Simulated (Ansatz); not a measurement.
Two isomers of C2H7BOS: A = `COB(C)S`, B = `COBCS`.

Gas-phase electronic energies from Ansatz, PBE0-D4/def2-TZVP geometries. CCSD(T)/CBS adds triple-zeta CCSD(T) − MP2 to the extrapolated MP2 energy (def2 sets, frozen cores). DFT in def2-TZVPP. B3LYP here is the variant with VWN-RPA as its local correlation; programs differ in this. Each species was taken in one conformer, which may not be the lowest.

A:

Z-matrix (Å, degrees):
```
C
O 1 1.412
H 1 1.094 2 111.0
H 1 1.090 2 107.8 3 119.4
H 1 1.094 2 111.0 3 -121.2
B 2 1.353 1 122.7 3 60.1
S 6 1.831 2 118.6 1 -0.0
C 6 1.566 2 119.0 1 179.9
H 7 1.341 6 95.7 2 180.0
H 8 1.094 6 111.1 2 -120.1
H 8 1.094 6 111.2 2 121.4
H 8 1.092 6 111.3 2 0.6
```

B:

Z-matrix (Å, degrees):
```
C
O 1 1.411
H 1 1.092 2 109.1
H 1 1.094 2 111.4 3 120.7
H 1 1.092 2 108.8 3 -118.5
B 2 1.345 1 122.1 3 -114.0
C 6 1.565 2 119.0 1 173.1
H 6 1.206 2 120.0 1 -4.4
S 7 1.828 6 102.4 2 -102.7
H 7 1.090 6 116.7 2 137.4
H 7 1.091 6 112.8 2 9.8
H 9 1.343 7 96.9 6 -61.7
```

Problem. Which isomer does CCSD(T)/CBS put lower? Give the gap. (Estimate.)

Solution. Ansatz gave: A, by 30.2 kcal/mol.

Problem. Give E(B) − E(A) in kcal/mol with B2PLYP, MP2/def2-TZVPP, CCSD/def2-TZVPP, B3LYP-D4, PBE0-D4, PBE-D4, CCSD(T)/def2-TZVPP. (An estimate is asked.)

Solution. Ansatz gave: B2PLYP 29.7, MP2/def2-TZVPP 31.1, CCSD/def2-TZVPP 30.0, B3LYP-D4 29.7, PBE0-D4 30.5, PBE-D4 30.0, CCSD(T)/def2-TZVPP 30.1. None reverses the order clearly.

Largest T1 diagnostic: 0.013.

In def2-TZVPP, CCSD(T) changes the Hartree–Fock value by +1.3 kcal/mol (the triples alone add +0.2 kcal/mol) and MP2 by +2.2 kcal/mol.
